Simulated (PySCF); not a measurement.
Computed properties of Ge(H)(NMe2) (C₂H₇GeN), SMILES C[N](C)[GeH]

C2H7GeN, SMILES C[N](C)[GeH] (connectivity only; charge and spin as stated), neutral, multiplicity 1. Coordinates come from a PBE0-D3(BJ)/def2-SVP optimisation. The structure was generated by enumeration; whether it is a known compound was not checked. One conformer was computed; it need not be the lowest. All values are computed for the isolated molecule unless a solvent is named; none is compared with measurement here.

**Structure.** The optimised structure has Cs symmetry. All 27 harmonic modes at PBE0-D3(BJ)/def2-SVP (PySCF) are real, so it is a minimum. With heavy atoms numbered as in [GeH:1][N:3]([CH3:4])[CH3:5], the shortest bond between them is N3–C5 at 1.443 Å and the longest Ge1–N3 at 1.829 Å.

**Vibrations.** The strongest infrared lines (harmonic, unscaled, degenerate partners summed) lie at 1892 cm⁻¹ (375 km/mol, H 99 %), 3006 cm⁻¹ (118 km/mol, H 97 %), 1025 cm⁻¹ (84 km/mol, C 39 %, H 37 %, N 23 %). The softest mode is at 202 cm⁻¹ and the zero-point energy is 56.0 kcal/mol.

**Electronic structure.** ωB97X/def2-TZVP (PySCF) places the frontier levels at -8.72 and 0.36 eV, a gap of 9.08 eV, and gives a dipole moment of 1.49 D and a mean polarisability of 67.1 bohr³. PBE/def2-TZVP (PySCF) at the same geometry gives -5.35 and -2.36 eV, so its gap is 6.09 eV narrower. An orbital gap is neither the optical nor the fundamental gap.

**Excitations.** TDDFT-CAM-B3LYP/def2-SVPD (PySCF) has S1 at 3.53 eV (351 nm, f = 0.019, weak); the most intense of the 10 singlets computed lies at 7.47 eV (f = 0.15). T1 (TDA) is at 2.48 eV. TDDFT-PBE/def2-SVPD (PySCF) puts S1 at 3.45 eV. No vertical singlet excitation falls in the visible range (under 3.1 eV).

**NMR.** GIAO shifts at KT2/pcSseg-1 (PySCF) (non-relativistic, atoms alike by connectivity averaged): ¹³C at 56.1 ppm against TMS; ¹H from 4.0 to 8.3 ppm against TMS.
